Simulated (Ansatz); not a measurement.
silylarsine cation (AsH5Si), SMILES [AsH2][SiH3] (connectivity only; charge and spin as stated), charge +1, multiplicity 2.

Coordinates come from a PBE0-D3(BJ)/def2-TZVP optimisation. The multiplicity is an assumed one; other spin states were not compared.

Two levels are set side by side: PBE/def2-TZVPD (Ansatz, an electronic-structure program) and CAM-B3LYP/def2-TZVPD (Ansatz). Energy differences of separate SCF runs at the same geometry; the states with an electron removed or added have multiplicity 1 and 1. Differences are taken from unrounded values.

| quantity | CAM-B3LYP | PBE | PBE minus CAM-B3LYP |
|---|---|---|---|
| vertical ionisation energy (eV) | 15.97 | 15.70 | -0.26 |
| vertical electron affinity (eV) | 7.92 | 7.87 | -0.05 |

Here PBE gives about what the other level gives.
